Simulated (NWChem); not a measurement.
All runs are NWChem calculations. System: H$_{4}$PSi, charge 0, spin multiplicity 4, at the geometry of a parent with another charge or spin, in a state set for the comparison that need not be this species' ground state. Its SCF solution wasn't tested for a lower state. Level: UMP2/def2-TZVP, 10 core orbitals frozen.

NWChem printed:

```
             Northwest Computational Chemistry Package (NWChem) 7.3.0
             --------------------------------------------------------

                                NWChem Input Module
                                -------------------

 Scaling coordinates for geometry "geometry" by  1.889725989
 (inverse scale =  0.529177249)

 Turning off AUTOSYM since
 SYMMETRY directive was detected!

                             Geometry "geometry" -> ""
                             -------------------------

 Output coordinates in angstroms (scale by  1.889725989 to convert to a.u.)

  No.       Tag          Charge          X              Y              Z
 ---- ---------------- ---------- -------------- -------------- --------------
    1 Si                  14.0000    -0.41467000     1.07488800     0.00000000
    2 P                   15.0000     0.42767400    -1.03691400     0.00000000
    3 H                    1.0000     0.09839600     1.78722500     1.21530700
    4 H                    1.0000     0.09839600     1.78722500    -1.21530700
    5 H                    1.0000    -0.40326500    -1.53458300     1.05019600
    6 H                    1.0000    -0.40326500    -1.53458300    -1.05019600

 Effective nuclear repulsion energy (a.u.)      81.3196649161

            Nuclear Dipole moment (a.u.)
            ----------------------------
        X                 Y               Z
 ---------------- ---------------- ----------------
    -0.0000151178     0.0000113384     0.0000000000

      Symmetry information
      --------------------

 Group name             Cs
 Group number              2
 Group order               2
 No. of unique centers     4

      Symmetry unique atoms

     1    2    3    5


 Summary of "ao basis" -> "" (spherical)
 ------------------------------------------------------------------------------
       Tag                 Description            Shells   Functions and Types
 ---------------- ------------------------------  ------  ---------------------
 *                         def2-tzvp                  on all atoms

 Summary of "ao basis" -> "ao basis" (spherical)
 ------------------------------------------------------------------------------
       Tag                 Description            Shells   Functions and Types
 ---------------- ------------------------------  ------  ---------------------
 Si                        def2-tzvp                13       37   5s5p2d1f
 P                         def2-tzvp                13       37   5s5p2d1f
 H                         def2-tzvp                 4        6   3s1p

                                 NWChem SCF Module
                                 -----------------

  ao basis        = "ao basis"
  functions       =    98
  atoms           =     6
  alpha electrons =    18
  beta  electrons =    15
  charge          =   0.00
  wavefunction    = UHF
  use symmetry    = T
  symmetry adapt  = T

 Summary of "ao basis" -> "ao basis" (spherical)
 ------------------------------------------------------------------------------
       Tag                 Description            Shells   Functions and Types
 ---------------- ------------------------------  ------  ---------------------
 Si                        def2-tzvp                13       37   5s5p2d1f
 P                         def2-tzvp                13       37   5s5p2d1f
 H                         def2-tzvp                 4        6   3s1p

      Symmetry analysis of basis
      --------------------------

        a'         62
        a"         36

 Forming initial guess at       0.1s

   Symmetry analysis of molecular orbitals - initial alpha
   -------------------------------------------------------

  Numbering of irreducible representations:

     1 a'          2 a"

  Orbital symmetries:

     1 a'          2 a'          3 a'          4 a'          5 a'
     6 a"          7 a'          8 a'          9 a'         10 a"
    11 a'         12 a'         13 a"         14 a'         15 a'
    16 a"         17 a'         18 a'         19 a"         20 a'
    21 a"         22 a'         23 a'         24 a'         25 a"
    26 a'         27 a'         28 a"

   Symmetry analysis of molecular orbitals - initial beta
[...]
          87.772000920294          57.160219255755           0.000000000000
           0.000000000000           0.000000000000         312.756606453874

  Mulliken analysis of the total density
  --------------------------------------

    Atom       Charge   Shell Charges
 -----------   ------   -------------------------------------------------------
    1 Si  14    14.00   2.00  0.59  1.39  0.85  0.43  4.12  1.73  0.51  1.51  0.65  0.09  0.13  0.02
    2 P   15    15.09   2.01  0.53  1.44  0.95  0.63  4.17  1.70  0.67  1.80  0.85  0.10  0.23  0.01
    3 H    1     1.03   0.23  0.55  0.24  0.01
    4 H    1     1.03   0.23  0.55  0.24  0.01
    5 H    1     0.92   0.23  0.52  0.15  0.02
    6 H    1     0.92   0.23  0.52  0.15  0.02

  Mulliken analysis of the alpha density
  --------------------------------------

    Atom       Charge   Shell Charges
 -----------   ------   -------------------------------------------------------
    1 Si  14     7.78   1.00  0.30  0.69  0.51  0.25  2.08  0.85  0.32  1.11  0.55  0.04  0.06  0.01
    2 P   15     8.28   1.00  0.27  0.72  0.52  0.35  2.10  0.84  0.42  1.18  0.65  0.07  0.16  0.01
    3 H    1     0.52   0.12  0.27  0.12  0.01
    4 H    1     0.52   0.12  0.27  0.12  0.01
    5 H    1     0.45   0.12  0.26  0.07  0.01
    6 H    1     0.45   0.12  0.26  0.07  0.01

   Mulliken analysis of the beta density
   -------------------------------------

    Atom       Charge   Shell Charges
 -----------   ------   -------------------------------------------------------
    1 Si  14     6.23   1.00  0.29  0.70  0.34  0.18  2.04  0.88  0.18  0.40  0.10  0.04  0.06  0.01
    2 P   15     6.81   1.00  0.26  0.72  0.43  0.29  2.07  0.86  0.26  0.62  0.20  0.03  0.06  0.01
    3 H    1     0.51   0.11  0.27  0.12  0.00
    4 H    1     0.51   0.11  0.27  0.12  0.00
    5 H    1     0.47   0.12  0.26  0.08  0.01
    6 H    1     0.47   0.12  0.26  0.08  0.01

   Mulliken analysis of the spin density
   -------------------------------------

    Atom       Charge   Shell Charges
 -----------   ------   -------------------------------------------------------
    1 Si  14     1.55   0.00  0.01 -0.01  0.17  0.07  0.03 -0.03  0.14  0.71  0.45  0.00 -0.00 -0.00
    2 P   15     1.47   0.00  0.00 -0.01  0.09  0.06  0.03 -0.02  0.16  0.56  0.45  0.04  0.10  0.00
    3 H    1     0.01   0.00  0.00  0.00  0.00
    4 H    1     0.01   0.00  0.00  0.00  0.00
    5 H    1    -0.02   0.00 -0.01 -0.01  0.00
    6 H    1    -0.02   0.00 -0.01 -0.01  0.00

       Multipole analysis of the density wrt the origin
       ------------------------------------------------

     L   x y z        total         alpha         beta         nuclear
     -   - - -        -----         -----         ----         -------
     0   0 0 0     -0.000000    -18.000000    -15.000000     33.000000

     1   1 0 0      0.221629      0.288543     -0.066899     -0.000015
     1   0 1 0     -0.638460      0.002615     -0.641086      0.000011
     1   0 0 1      0.000000     -0.000000      0.000000      0.000000

     2   2 0 0    -23.038327    -29.288514    -13.374602     19.624789
     2   1 1 0      2.278454     27.428319     15.212632    -40.362497
     2   1 0 1     -0.000000     -0.000000      0.000000      0.000000
     2   0 2 0    -27.346157   -103.306789    -79.028827    154.989458
     2   0 1 1      0.000000      0.000000      0.000000      0.000000
     2   0 0 2    -21.925577    -22.543145    -17.808287     18.425854

                   NWChem MP2 Semi-direct Energy/Gradient Module
                   ---------------------------------------------

  Basis functions       =     98
  Molecular orbitals    =     98
  Frozen core           =     10
  Frozen virtuals       =      0
  Active alpha occupied =      8
  Active beta occupied  =      5
  Active alpha virtual  =     80
  Active beta virtual   =     83
  Use MO symmetry       = T
  Use skeleton AO sym   = T

  AO/Fock/Back tols     =   1.0D-09  1.0D-09  1.0D-09

 GA uses MA = F    GA memory limited = T

 Available:
  local mem=  1.26D+08
 global mem=  1.44D+08
 local disk=  0.00D+00
  mp2_memr nvloc                    80
  nvloc new                    80
   1 passes of   8:        5242880                      51579                  10387316.
   1 passes of   8: M    126151651           G      144159992           F     120908771.

 Semi-direct pass number   1 of   1  for UHF alpha       at        4.6s
  vrange nnbf                  4766
  mp2_eaftype                    39  avail_ma_in_mb                  1099
 EAF : mp2_eaftype filesize          39    5193658.
  mp2_eaf for mointskh                     39
Node 0 wrote     24.4 Mb in      0.0 s     Agg I/O rate:  1830.3 Mb/s
 Done moints_semi at        7.2s
  mp2_eaftype                    39  avail_ma_in_mb                  1060
 EAF : mp2_eaftype filesize          39    5193658.
  mp2_eaf for kh                    39
 Done maket at        7.3s
 Done multipass loop at        7.3s

 GA uses MA = F    GA memory limited = T

 Available:
  local mem=  1.26D+08
 global mem=  1.44D+08
 local disk=  0.00D+00
  mp2_memr nvloc                    83
  nvloc new                    83
   1 passes of   5:        5242880                      40333                   6741326.
   1 passes of   5: M    126151651           G      144159992           F     120908771.

 Semi-direct pass number   1 of   1  for UHF beta        at        7.3s
  vrange nnbf                  4766
  mp2_eaftype                    25  avail_ma_in_mb                  1099
 EAF : mp2_eaftype filesize          25    3370663.
  mp2_eaf for mointskh                     25
Node 0 wrote     15.8 Mb in      0.0 s     Agg I/O rate:  1653.3 Mb/s
 Done moints_semi at        9.8s
  mp2_eaftype                    25  avail_ma_in_mb                  1074
 EAF : mp2_eaftype filesize          25    3370663.
  mp2_eaf for kh                    25
 Done maket at        9.8s
 Done multipass loop at        9.8s

          -------------------------------------------
          SCF energy                -631.772922636757
          Correlation energy          -0.229601299714
          Singlet pairs                0.000000000000
          Triplet pairs                0.000000000000
          Total MP2 energy          -632.002523936470
          -------------------------------------------

          ---------------------------------------------------
                    Spin Component Scaled (SCS) MP2
          Same spin pairs                     -0.046638669207
          Same spin scaling factor             0.333333333333
          Opposite spin pairs                 -0.182962630507
          Opposite spin scaling fact.          1.200000000000
          SCS-MP2 correlation energy          -0.235101379677
          Total SCS-MP2 energy              -632.008024016434
          ---------------------------------------------------

 -----------------------
 Performance information
 -----------------------

 Timer overhead =  1.64D-07 seconds/call

               Nr. of calls         CPU time (s)                 Wall time (s)                GFlops
             ---------------    -------------------     ------------------------------   -------------------
Name         Min   Avg   Max    Min     Avg     Max     Min     Avg     Max   Mx/calls   Min     Max     Sum
mp2: moin     2     2     2    5.0     5.0     5.0      5.0     5.0     5.0     2.5      0.0     0.0     0.0
mp2: make     2     2     2   0.19    0.19    0.19     0.19    0.19    0.19    9.35E-2   0.0     0.0     0.0
mp2: tota     1     1     1    5.3     5.3     5.3      5.3     5.3     5.3     5.3      0.0     0.0     0.0

 The average no. of pstat calls per process was 5.00D+00
 with a timing overhead of 8.21D-07s

 Task  times  cpu:        9.8s     wall:        9.8s

 Total times  cpu:        9.8s     wall:        9.8s
```

**Question.** Write an NWChem input that would produce this output.

**Answer.** One answer among several that fit: 
```
start mol
memory heap 200 mb stack 900 mb global 1100 mb
geometry units angstroms nocenter noautoz
  Si    -0.414670     1.074888     0.000000
  P      0.427674    -1.036914     0.000000
  H      0.098396     1.787225     1.215307
  H      0.098396     1.787225    -1.215307
  H     -0.403265    -1.534583     1.050196
  H     -0.403265    -1.534583    -1.050196
  symmetry group Cs
end
basis spherical
  * library def2-tzvp
end
scf
  uhf
  nopen 3
  maxiter 100
  thresh 1e-7
  semidirect memsize 60000000 filesize 0
  # guess.movecs holds the orbitals of an unrestricted PBE0 run
  vectors input guess.movecs output mol.movecs
end
mp2
  freeze core 10
end
task mp2 energy
```
